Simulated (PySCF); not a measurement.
Vertical excitations of a molecule C3H9Ge, multiplicity 2 from TDA-PBE/def2-SVPD (PySCF), as energy in eV (oscillator strength): 3.98 (0.006), 4.37 (0.002), 4.68 (0.004), 4.89 (0.000), 5.04 (0.005), 5.21 (0.002), 5.24 (0.002), 5.47 (0.072), 5.49 (0.000), 5.88 (0.000). Geometry: PBE-D3(BJ)/def2-SVP. The values are those of a single conformer.

### Question
Identify the compound among the candidates.
A) C[C](C)[GeH3]
B) [CH3][Ge]([CH3])[CH3]
C) C[CH][CH2][GeH3]

### Answer
A, C[C](C)[GeH3]
